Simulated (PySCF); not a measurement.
Bonds (- single, = double, # triple, : aromatic): C1#C2 1.204 Å, C2-C3 1.359 Å, C3#C4 1.206 Å, C4-C5 1.451 Å, C5-C6 1.501 Å, C6-F7 1.345 Å, C6=C8 1.326 Å, C8-F9 1.330 Å, C8-F10 1.324 Å. C1 carries H11; C5 carries H12, H13.

- GIAO PBE0/pcSseg-1 shieldings
- coordinates at the GFN2-xTB level
- run in PySCF 2.14
- one conformer, rapidly exchanging positions averaged, no relativistic terms, isolated molecule

Shifts are taken against calculated references (same method and geometry level): 13C, 1H against TMS; CFCl3 for 19F.

```csv
atoms,nucleus,count,δ (ppm)
C3,13C,1,75.6
C1,13C,1,?
H11,1H,1,1.29
C5,13C,1,22.1
H12/H13,1H,2,3.43
F9,19F,1,?
F7,19F,1,-185.7
F10,19F,1,?
C2,13C,1,73.7
C6,13C,1,135.5
C4,13C,1,?
C8,13C,1,167.3
```

Estimate the values marked ?.

## Answers


- C4: 75.6 ppm, alkyne carbon; the triple bond shields along its axis, which puts it between sp3 and sp2 carbons
- C1: 73.4 ppm, terminal alkyne carbon; sp carbons lie upfield of alkene carbons because the cylindrical π system leaves one tensor component strongly shielded
- F10: -103.6 ppm, vinylic fluorine
- F9: -121.0 ppm, vinylic fluorine

Shifts are as computed. Against solution values, carbons near 30 ppm lie about +3 ppm off and those near 130 ppm about +5 ppm. Of 1211 compounds with measured shifts, 218 miss one by over three times the rms of a fit or turn the order of signals round; such compounds aren't used in these exercises. Unscaled 19F shifts against computed CFCl3 carry errors that often reach 10 to 50 ppm.
